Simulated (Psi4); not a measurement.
Input for Psi4: SAPT0/jun-cc-pV(D+d)Z on CH8O2Si (a complex), monomers drawn apart or pushed together.

```
memory 2025 MB

molecule dimer {
0 1
C    -0.06289605    0.09151950    0.18393658
O    -0.99763197    0.34782817    1.23622151
H    -0.10074025   -0.95065651   -0.14280775
H     0.92528051    0.29589392    0.59031464
H    -0.23885687    0.75136112   -0.66895246
H    -1.88981927    0.16802778    0.92249143
--
0 1
O     0.03402510   -1.08406670    3.69545838
Si    1.12854945   -0.28989225    4.62449952
H    -0.38688242   -0.59319853    2.96579251
H     2.21866084    0.30700640    3.80588203
H     1.71098055   -1.28394173    5.55161523
H     0.51559681    0.80928723    5.41444731
units angstrom
symmetry c1
no_reorient
no_com
}

set {
  basis jun-cc-pV(D+d)Z
  scf_type df
  freeze_core true
}

energy('sapt0')
```

The log:

```
[...]
==> Input File <==

--------------------------------------------------------------------------
memory 2025 MB

molecule dimer {
0 1
C    -0.06289605    0.09151950    0.18393658
O    -0.99763197    0.34782817    1.23622151
H    -0.10074025   -0.95065651   -0.14280775
H     0.92528051    0.29589392    0.59031464
H    -0.23885687    0.75136112   -0.66895246
H    -1.88981927    0.16802778    0.92249143
--
0 1
O     0.03402510   -1.08406670    3.69545838
Si    1.12854945   -0.28989225    4.62449952
H    -0.38688242   -0.59319853    2.96579251
H     2.21866084    0.30700640    3.80588203
H     1.71098055   -1.28394173    5.55161523
H     0.51559681    0.80928723    5.41444731
units angstrom
symmetry c1
no_reorient
no_com
}

set {
  basis jun-cc-pV(D+d)Z
  scf_type df
  freeze_core true
}

energy('sapt0')
--------------------------------------------------------------------------


   => Loading Basis Set <=

    Name: JUN-CC-PV(D+D)Z
    Role: ORBITAL
    Keyword: BASIS
    atoms 1         entry C          line   188 file jun-cc-pv_dpd_z.gbs
    atoms 2, 7      entry O          line   256 file jun-cc-pv_dpd_z.gbs
    atoms 3-6, 9-12 entry H          line    60 file jun-cc-pv_dpd_z.gbs
    atoms 8         entry SI         line   566 file jun-cc-pv_dpd_z.gbs

   => Loading Basis Set <=

    Name: JUN-CC-PV(D+D)Z
    Role: ORBITAL
    Keyword: BASIS
    atoms 1         entry C          line   188 file jun-cc-pv_dpd_z.gbs
    atoms 2, 7      entry O          line   256 file jun-cc-pv_dpd_z.gbs
    atoms 3-6, 9-12 entry H          line    60 file jun-cc-pv_dpd_z.gbs
    atoms 8         entry SI         line   566 file jun-cc-pv_dpd_z.gbs


  //>>>>>>>>>>>>>>>>>>>>>>>>>>>>>>>>>>>//
  //              Dimer HF             //
  //<<<<<<<<<<<<<<<<<<<<<<<<<<<<<<<<<<<//

   => Libint2 <=

    Primary   basis highest AM E, G, H:  7, 6, 3
    Auxiliary basis highest AM E, G, H:  7, 7, 4
    Onebody   basis highest AM E, G, H:  -, -, -
    Solid Harmonics ordering:            Gaussian


   => Loading Basis Set <=

    Name: JUN-CC-PV(D+D)Z
    Role: ORBITAL
    Keyword: BASIS
    atoms 1         entry C          line   188 file jun-cc-pv_dpd_z.gbs
    atoms 2, 7      entry O          line   256 file jun-cc-pv_dpd_z.gbs
    atoms 3-6, 9-12 entry H          line    60 file jun-cc-pv_dpd_z.gbs
    atoms 8         entry SI         line   566 file jun-cc-pv_dpd_z.gbs


         ---------------------------------------------------------
                                   SCF
               by Justin Turney, Rob Parrish, Andy Simmonett
                          and Daniel G. A. Smith
                              RHF Reference
                        1 Threads,   1931 MiB Core
         ---------------------------------------------------------

  ==> Geometry <==

    Molecular point group: c1
    Full point group: C1

    Geometry (in Angstrom), charge = 0, multiplicity = 1:

       Center              X                  Y                   Z               Mass
    ------------   -----------------  -----------------  -----------------  -----------------
         C           -0.062896050000     0.091519500000     0.183936580000    12.000000000000
         O           -0.997631970000     0.347828170000     1.236221510000    15.994914619570
         H           -0.100740250000    -0.950656510000    -0.142807750000     1.007825032230
         H            0.925280510000     0.295893920000     0.590314640000     1.007825032230
         H           -0.238856870000     0.751361120000    -0.668952460000     1.007825032230
         H           -1.889819270000     0.168027780000     0.922491430000     1.007825032230
         O            0.034025100000    -1.084066700000     3.695458380000    15.994914619570
         SI           1.128549450000    -0.289892250000     4.624499520000    27.976926534650
         H           -0.386882420000    -0.593198530000     2.965792510000     1.007825032230
         H            2.218660840000     0.307006400000     3.805882030000     1.007825032230
         H            1.710980550000    -1.283941730000     5.551615230000     1.007825032230
         H            0.515596810000     0.809287230000     5.414447310000     1.007825032230

  Running in c1 symmetry.

  Rotational constants: A =      0.29485  B =      0.01722  C =      0.01682 [cm^-1]
  Rotational constants: A =   8839.25402  B =    516.10828  C =    504.18478 [MHz]
  Nuclear repulsion =  167.563012055196168

  Charge       = 0
  Multiplicity = 1
  Electrons    = 44
  Nalpha       = 22
  Nbeta        = 22

  ==> Algorithm <==

  SCF Algorithm Type is DF.
  DIIS enabled.
  MOM disabled.
  Fractional occupation disabled.
  Guess Type is SAD.
  Energy threshold   = 1.00e-08
  Density threshold  = 1.00e-08
  Integral threshold = 1.00e-12

  ==> Primary Basis <==

  Basis Set: JUN-CC-PV(D+D)Z
    Blend: JUN-CC-PV(D+D)Z
    Number of shells: 59
    Number of basis functions: 121
    Number of Cartesian functions: 126
    Spherical Harmonics?: true
   
[...]
             64.8315639703290003
    One-Electron Energy =                -635.7815149786582651
    Two-Electron Energy =                 204.7820463303264376
    Total Energy =                       -366.1679046780027420

Computation Completed


Properties will be evaluated at   0.000000,   0.000000,   0.000000 [a0]

Properties computed using the SCF density matrix


 Multipole Moments:

 ------------------------------------------------------------------------------------
     Multipole            Electronic (a.u.)      Nuclear  (a.u.)        Total (a.u.)
 ------------------------------------------------------------------------------------

 L = 1.  Multiply by 2.5417464519 to convert [e a0] to [Debye]
 Dipole X            :        -38.1213810           38.0406572           -0.0807238
 Dipole Y            :         26.0033511          -25.4959425            0.5074086
 Dipole Z            :       -212.0514677          211.7332250           -0.3182427
 Magnitude           :                                                    0.6043660

 ------------------------------------------------------------------------------------

  Constructing Basis Sets for SAPT...

   => Loading Basis Set <=

    Name: (JUN-CC-PV(D+D)Z AUX)
    Role: RIFIT
    Keyword: DF_BASIS_SAPT
    atoms 1         entry C          line   100 file jun-cc-pvdz-ri.gbs
    atoms 2, 7      entry O          line   188 file jun-cc-pvdz-ri.gbs
    atoms 3-6, 9-12 entry H          line    30 file jun-cc-pvdz-ri.gbs
    atoms 8         entry SI         line   376 file jun-cc-pvdz-ri.gbs

   => Loading Basis Set <=

    Name: (JUN-CC-PV(D+D)Z AUX)
    Role: JKFIT
    Keyword: DF_BASIS_ELST
    atoms 1         entry C          line   146 file jun-cc-pvdz-jkfit.gbs
    atoms 2, 7      entry O          line   258 file jun-cc-pvdz-jkfit.gbs
    atoms 3-6, 9-12 entry H          line    70 file jun-cc-pvdz-jkfit.gbs
    atoms 8         entry SI         line   506 file jun-cc-pvdz-jkfit.gbs


  //>>>>>>>>>>>>>>>>>>>>>>>>>>>>>>>>>>>//
  //               SAPT0               //
  //<<<<<<<<<<<<<<<<<<<<<<<<<<<<<<<<<<<//



        SAPT0
    Ed Hohenstein
     6 June 2009

      Orbital Information
  --------------------------
    NSO        =       121
    NMO        =       121
    NRI        =       392
    NRI (Elst) =       542
    NOCC A     =         9
    NOCC B     =        13
    FOCC A     =         2
    FOCC B     =         6
    NVIR A     =       112
    NVIR B     =       108

    Elst10,r            =    -0.012885979007 [Eh]
    Exch10              =     0.007267722831 [Eh]
    Exch10 (S^2)        =     0.007233529183 [Eh]

    Maxiter = 50
    CPHF R converge = 1.000000E-08

    Iter     Energy [mEh]          dE [mEh]         Residual      Time [s]
       1      -1.87880188       1.878801877     8.831218e-03             0
       2      -2.35253643       0.473734550     4.191251e-03             0
       3      -2.44170508       0.089168653     9.590995e-04             0
       4      -2.43250272      -0.009202362     2.521599e-04             1
       5      -2.42913281      -0.003369904     4.593300e-05             1
       6      -2.42992255       0.000789739     9.844647e-06             1
       7      -2.42989709      -0.000025466     3.500252e-06             1
       8      -2.42986634      -0.000030743     6.411742e-07             1
       9      -2.42986998       0.000003633     1.298796e-07             1
      10      -2.42987002       0.000000043     2.805277e-08             1
      11      -2.42986990      -0.000000123     6.224192e-09             1

    CHF Iterations converged

    Maxiter = 50
    CPHF R converge = 1.000000E-08

    Iter     Energy [mEh]          dE [mEh]         Residual      Time [s]
       1      -0.90911709       0.909117092     4.698255e-03             0
       2      -1.04513579       0.136018699     1.645687e-03             0
       3      -1.06102842       0.015892630     5.542577e-04             0
       4      -1.05847181      -0.002556607     1.640513e-04             0
       5      -1.05633393      -0.002137884     2.446754e-05             0
       6      -1.05666364       0.000329712     6.343389e-06             0
       7      -1.05664852      -0.000015124     1.616535e-06             0
       8      -1.05663702      -0.000011502     3.309652e-07             0
       9      -1.05663984       0.000002823     6.152623e-08             0
      10      -1.05663953      -0.000000313     1.141719e-08             0
      11      -1.05663956       0.000000029     2.735749e-09             0

    CHF Iterations converged

    Ind20,r (A<-B)      =    -0.002429869898 [Eh]
    Ind20,r (B<-A)      =    -0.001056639556 [Eh]
    Ind20,r             =    -0.003486509453 [Eh]
    Exch-Ind20,r (A<-B) =     0.001080762316 [Eh]
    Exch-Ind20,r (B<-A) =     0.000528011656 [Eh]
    Exch-Ind20,r        =     0.001608773972 [Eh]
    Disp20              =    -0.002783286139 [Eh]
    Disp20 (SS)         =    -0.001391643069 [Eh]
    Disp20 (OS)         =    -0.001391643069 [Eh]
    Exch-Disp20         =     0.000410842038 [Eh]
    Exch-Disp20 (SS)    =     0.000236309747 [Eh]
    Exch-Disp20 (OS)    =     0.000174532291 [Eh]

    SAPT Results
  --------------------------------------------------------------------------------------------------------
    Electrostatics                -12.88597901 [mEh]      -8.08607391 [kcal/mol]     -33.83213322 [kJ/mol]
      Elst10,r                    -12.88597901 [mEh]      -8.08607391 [kcal/mol]     -33.83213322 [kJ/mol]

    Exchange                        7.26772283 [mEh]       4.56056493 [kcal/mol]      19.08140367 [kJ/mol]
      Exch10                        7.26772283 [mEh]       4.56056493 [kcal/mol]      19.08140367 [kJ/mol]
      Exch10(S^2)                   7.23352918 [mEh]       4.53910809 [kcal/mol]      18.99162825 [kJ/mol]

    Induction                      -2.95282768 [mEh]      -1.85292734 [kcal/mol]      -7.75264799 [kJ/mol]
      Ind20,r                      -3.48650945 [mEh]      -2.18781771 [kcal/mol]      -9.15382931 [kJ/mol]
      Exch-Ind20,r                  1.60877397 [mEh]       1.00952091 [kcal/mol]       4.22383548 [kJ/mol]
      delta HF,r (2)               -1.07509219 [mEh]      -0.67463054 [kcal/mol]      -2.82265417 [kJ/mol]

    Dispersion                     -2.37244410 [mEh]      -1.48873115 [kcal/mol]      -6.22885113 [kJ/mol]
      Disp20                       -2.78328614 [mEh]      -1.74653842 [kcal/mol]      -7.30751675 [kJ/mol]
      Exch-Disp20                   0.41084204 [mEh]       0.25780727 [kcal/mol]       1.07866562 [kJ/mol]
      Disp20 (SS)                  -1.39164307 [mEh]      -0.87326921 [kcal/mol]      -3.65375838 [kJ/mol]
      Disp20 (OS)                  -1.39164307 [mEh]      -0.87326921 [kcal/mol]      -3.65375838 [kJ/mol]
      Exch-Disp20 (SS)              0.23630975 [mEh]       0.14828661 [kcal/mol]       0.62043116 [kJ/mol]
      Exch-Disp20 (OS)              0.17453229 [mEh]       0.10952067 [kcal/mol]       0.45823447 [kJ/mol]

  Total HF                         -8.57108385 [mEh]      -5.37843632 [kcal/mol]     -22.50337755 [kJ/mol]
  Total SAPT0                     -10.94352795 [mEh]      -6.86716747 [kcal/mol]     -28.73222868 [kJ/mol]

  Special recipe for scaled SAPT0 (see Manual):
    Electrostatics sSAPT0         -12.88597901 [mEh]      -8.08607391 [kcal/mol]     -33.83213322 [kJ/mol]
    Exchange sSAPT0                 7.26772283 [mEh]       4.56056493 [kcal/mol]      19.08140367 [kJ/mol]
    Induction sSAPT0               -2.92990513 [mEh]      -1.83854323 [kcal/mol]      -7.69246486 [kJ/mol]
    Dispersion sSAPT0              -2.36659024 [mEh]      -1.48505779 [kcal/mol]      -6.21348181 [kJ/mol]
  Total sSAPT0                    -10.91475154 [mEh]      -6.84911000 [kcal/mol]     -28.65667623 [kJ/mol]
  --------------------------------------------------------------------------------------------------------



*** Psi4 exiting successfully. Buy a developer a beer!
```

The run finished.

Cost: very roughly 15 core-seconds.
